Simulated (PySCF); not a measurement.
C2Fe, SMILES [C]1[Fe][C]1, multiplicity 5. Atoms are numbered in the order given.

```xyz
3

Fe     0.0000     0.0000     0.5721
C      0.0000     0.6381    -1.2395
C      0.0000    -0.6381    -1.2395
```
Charge 0, spin multiplicity 5.

Geometry: B3LYP-D3(BJ)/def2-TZVP. The multiplicity is an assumed one; other spin states were not compared.

These are TDA-PBE/def2-TZVPD (PySCF) values and carry that method's errors.

Vertical excitations. 

Computed UV-visible absorptions:
| state | energy (eV) | λ (nm) | f | main pairs |
|---|---|---|---|---|
| root 1 | 0.46 | 2699 | 0.000 | β HOMO→LUMO 99 % |
| root 2 | 0.63 | 1966 | 0.000 | β HOMO→LUMO+1 61 %, β HOMO→LUMO+3 38 % |
| root 3 | 0.96 | 1288 | 0.001 | β HOMO→LUMO+2 99 % |
| root 4 | 1.13 | 1095 | 0.000 | β HOMO→LUMO+3 59 %, β HOMO→LUMO+1 38 % |
| root 5 | 1.50 | 827 | 0.008 | β HOMO−1→LUMO 98 % |
| root 6 | 1.61 | 770 | 0.000 | α HOMO→LUMO 90 %, β HOMO−1→LUMO+1 10 % |
| root 7 | 1.81 | 686 | 0.000 | β HOMO→LUMO+4 95 % |
| root 8 | 1.99 | 623 | 0.004 | β HOMO−1→LUMO+2 96 % |
| root 9 | 2.03 | 610 | 0.003 | α HOMO→LUMO 8 %, β HOMO−1→LUMO+1 73 %, β HOMO−1→LUMO+3 13 % |
| root 10 | 2.10 | 590 | 0.003 | α HOMO−1→LUMO 98 % |
Unrestricted roots are not spin-pure.
